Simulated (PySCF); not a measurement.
A species of formula C4H8Si has this rotational fingerprint, computed with PBE0-D3(BJ)/def2-SVP geometry optimisation, gas phase in PySCF:

```
Rotational constants : A = 12444, B = 1503, C = 1387 MHz
Dipole components    : |μa| = 0.46 D, |μb| = 0.26 D, |μc| = 0.00 D
Inertial defect      : -12.32 u·Å²
κ                    : -0.98
```

**Question.** Which structure is it? (One computed conformer of each.)
A. `C1=CC[SiH2]C1`
B. `[CH2:1]=[CH:2][SiH:3]1[CH2:4][CH2:5]1` with C1–C2–Si3–C4 -27°
C. `CC#CC[SiH3]`

**Answer.** C. It is CC#CC[SiH3], a near-prolate asymmetric top. The candidates at the same level (rigid rotor, commonest isotopes):

```tsv
SMILES	A (MHz)	B (MHz)	C (MHz)	μa (D)	μb (D)	μc (D)	Δ (u·Å²)	point group	rotor
C=C[SiH]1CC1	7692	2714	2399	0.55	0.16	0.01	-41.26	–	asymmetric top
C1=CC[SiH2]C1	5927	4511	2730	0.35	0.00	0.00	-12.16	C2v	asymmetric top
CC#CC[SiH3]	12444	1503	1387	0.46	0.26	0.00	-12.32	–	near-prolate asymmetric top
```

`C=C[SiH]1CC1` has B 81 % too high; `C1=CC[SiH2]C1` has B 200 % too high. No structure here is proved a minimum.
